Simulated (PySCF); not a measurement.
```xyz
6
charge 0 multiplicity 1, angstrom
Te   -0.1509    0.0000    0.0000
S    -2.3941    0.0000    0.0000
Cl    1.1926    0.0000   -1.9963
Cl    0.1821    2.4091    0.0000
Cl    1.1926    0.0000    1.9963
Cl    0.1821   -2.4091    0.0000
```

Method: B3LYP in PySCF with Te def2-SVP with ECP28, S def2-SVP, Cl def2-SVP; scalar-relativistic core potentials, no spin–orbit coupling; density-fitted integrals.

This geometry of TeSCl₄ is a stationary point at this level.

(1) What is the point group?

(2) Is it a minimum?

(3) Which band is strongest in the infrared?

(4) Give the ideal-gas entropy at 298.15 K and 1 bar by parts.

(5) What is the atomisation energy, with and without zero-point energy?

Answers

(1) C2v.

(2) Yes: all harmonic wavenumbers are real, though the softest, 54 cm⁻¹, leaves little margin.

(3) 336 cm⁻¹ (b1), 107 km/mol.

(4) translation 180.1, rotation 123.5, vibration 113.0, spin 0.0; total 416.5 J/(mol K).

(5) 906 kJ/mol without, 890 kJ/mol with.

Other isomers or separated fragments may lie lower.
